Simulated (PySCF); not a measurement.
**Fractional electron number in Ne⁺ (neon, charge +1)**

The 2p beta orbital of [He] 2s2 2p5 is emptied in steps (occupation f), with all orbitals relaxed, ending at [He] 2s2 2p4. Computed with PySCF 2.14 in aug-cc-pVDZ (4s3p2d, 23 functions), with the non-relativistic Hamiltonian (point nucleus). The exact energy is a straight line in f; departures are measured from the line between the end points of the same method.

```csv
f,UHF (eV),LDA (eV),PBE (eV),PBE0 (eV),r2SCAN (eV),LC-wPBE (eV),BHandHLYP (eV),wB97X (eV),CAM-B3LYP (eV),BLYP (eV)
1,0.000,0.000,0.000,0.000,0.000,0.000,0.000,0.000,0.000,0.000
0.9,0.248,-0.921,-0.894,-0.612,-0.817,-0.400,-0.335,-0.383,-0.492,-0.897
0.7,0.560,-2.157,-2.088,-1.427,-1.890,-0.932,-0.787,-0.890,-1.152,-2.097
0.5,0.646,-2.576,-2.482,-1.695,-2.223,-1.102,-0.943,-1.050,-1.373,-2.498
0.3,0.527,-2.167,-2.077,-1.416,-1.834,-0.915,-0.796,-0.867,-1.153,-2.096
0.1,0.219,-0.929,-0.884,-0.602,-0.767,-0.384,-0.343,-0.361,-0.493,-0.895
0,0.000,0.000,0.000,0.000,0.000,0.000,0.000,0.000,0.000,0.000
```

```csv
method,E(f=0) − E(f=1) (eV),−ε at f=1 (eV),−ε at f=0.5 (eV)
UHF,39.321,42.121,39.223
LDA,41.516,31.307,41.486
PBE,41.219,31.293,41.249
PBE0,41.077,34.278,41.109
r2SCAN,41.209,32.108,41.371
LC-wPBE,41.367,36.922,41.416
BHandHLYP,40.997,37.286,40.970
wB97X,40.991,36.735,41.056
CAM-B3LYP,41.347,35.884,41.343
BLYP,41.274,31.326,41.275
```

Orbital energy along the path (eV):

| f | UHF | LDA | PBE | PBE0 | r2SCAN | LC-wPBE | BHandHLYP | wB97X | CAM-B3LYP | BLYP |
| --- | --- | --- | --- | --- | --- | --- | --- | --- | --- | --- |
| 1 | -42.121 | -31.307 | -31.293 | -34.278 | -32.108 | -36.922 | -37.286 | -36.735 | -35.884 | -31.326 |
| 0.9 | -41.483 | -33.309 | -33.264 | -35.636 | -33.975 | -37.809 | -38.005 | -37.592 | -36.961 | -33.292 |
| 0.7 | -40.299 | -37.369 | -37.245 | -38.370 | -37.704 | -39.609 | -39.472 | -39.324 | -39.141 | -37.266 |
| 0.5 | -39.223 | -41.486 | -41.249 | -41.109 | -41.371 | -41.416 | -40.970 | -41.056 | -41.343 | -41.275 |
| 0.3 | -38.240 | -45.635 | -45.231 | -43.822 | -44.899 | -43.181 | -42.492 | -42.739 | -43.550 | -45.288 |
| 0.1 | -37.339 | -49.777 | -49.115 | -46.459 | -48.134 | -44.828 | -44.038 | -44.266 | -45.739 | -49.253 |
| 0 | -36.916 | -51.828 | -50.982 | -47.725 | -49.607 | -45.578 | -44.821 | -44.911 | -46.818 | -51.188 |

Reference removal energy between the ground levels: 40.963 eV (measured; NIST Atomic Spectra Database, ionization energies). The calculation has no spin-orbit coupling. UHF lacks correlation.
